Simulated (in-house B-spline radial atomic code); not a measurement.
**Solving the quasi-particle equation for 3d up of Ga⁸⁺**

Configuration [Ar] 3d5, highest spin, start HSE06; correlation leaves out the 4 deepest shells. Computed with an all-electron radial atomic-structure program (B-spline basis): all electrons, scalar-relativistic (spin-free one-electron X2C), finite nucleus, each spin shell either full or empty, empty states to l = 9 with an (l + 1/2)⁻⁴ tail; G0W0 by contour deformation at full frequency.

At the mean-field level ε = -199.17 eV the matrix elements are Σx = -72.439 eV, v_xc = -58.107 eV and Σc(ε) = 1.199 eV, and the slope of the correlation self-energy is dΣc/dω = -0.0229. The quasi-particle energy solves E = ε + Σx − v_xc + Σc(E).

(1) What does the linearised equation give?

(2) How does that compare with the full solution and with static screening?

## Answers

(1) Z = 1/(1 − dΣc/dω) = 1/1.0229 = 0.9776. The first-order shift is Σx − v_xc + Σc(ε) = -72.439 − (-58.107) + (1.199) = -13.133 eV, so E ≈ ε + Z × shift = -199.17 + 0.9776 × (-13.133) = -212.009 eV.

(2) Solving the equation at full frequency dependence gives E = -211.993 eV, where Σc = 1.509 eV and the weight is 0.975; the linearised value is off by 16 meV. Leaving Z out would give -212.303 eV. Static COHSEX puts -2.596 eV in place of Σc and gives -216.098 eV, 4.10 eV deeper.
